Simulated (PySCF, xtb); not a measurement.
HSe, SMILES [SeH], multiplicity 2.

Harmonic wavenumbers (cm⁻¹) from xtb with GFN2-xTB at its own minimum, in rising order: 2073.

Q: What does B3LYP-D3(BJ)/def2-TZVPD (PySCF 2.14.0) give at its own minimum? (Estimate from the structure and the level; the computed values follow.)

A: 2399. Paired by order, the mean absolute difference is 327 cm⁻¹ and the zero-point energies are 3.0 and 3.4 kcal/mol.
